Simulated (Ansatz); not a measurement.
Be₂S. The state is a singlet with charge 0. Geometry PBE0-D4/def2-TZVP.

```xyz
3

Be   -0.0123    1.0784   -0.2525
Be    0.7934   -0.6596   -0.4030
S    -0.7811   -0.4188    0.6555
```

B3LYP takes the VWN-RPA correlation. The restricted singlet is unstable towards broken spin symmetry at other levels; at PBE-D4/def2-SVP, r2SCAN-D4/def2-TZVPD, B3LYP-D4/6-31G this wasn't settled. At PBE-D4/def2-TZVP, PBE0-D4/def2-TZVP the restricted singlet is unstable: a solution with broken spin symmetry lies lower. The geometry of the singlet was relaxed on an unsound state (restricted singlet, unstable towards broken spin symmetry). The structure comes from a short search, and lower isomers may exist.

Problem. Estimate the orbital energies around the gap (eV) in Ansatz with PBE-D4/def2-SVP, PBE-D4/def2-TZVP, r2SCAN-D4/def2-TZVPD, B3LYP-D4/6-31G, PBE0-D4/def2-TZVP.

Solution. 
```tsv
orbital	PBE-D4/def2-SVP	PBE-D4/def2-TZVP	r2SCAN-D4/def2-TZVPD	B3LYP-D4/6-31G	PBE0-D4/def2-TZVP
HOMO−5	-106.10	-105.78	-108.34	-111.02	-111.70
HOMO−4	-17.56	-17.35	-18.09	-19.37	-19.51
HOMO−3	-9.14	-9.04	-9.35	-9.81	-10.32
HOMO−2	-8.19	-8.05	-8.32	-8.96	-9.17
HOMO−1	-7.09	-7.00	-7.24	-7.72	-8.03
HOMO	-4.97	-4.99	-5.09	-5.55	-5.77
LUMO	-3.32	-3.35	-3.21	-2.72	-2.66
LUMO+1	-3.06	-3.00	-2.69	-2.16	-2.15
LUMO+2	-1.94	-1.97	-1.77	-1.12	-1.15
LUMO+3	-0.56	-0.52	-0.13	0.42	0.30
LUMO+4	1.18	0.78	0.72	2.26	1.31
LUMO+5	1.67	0.91	1.08	2.69	1.34
```
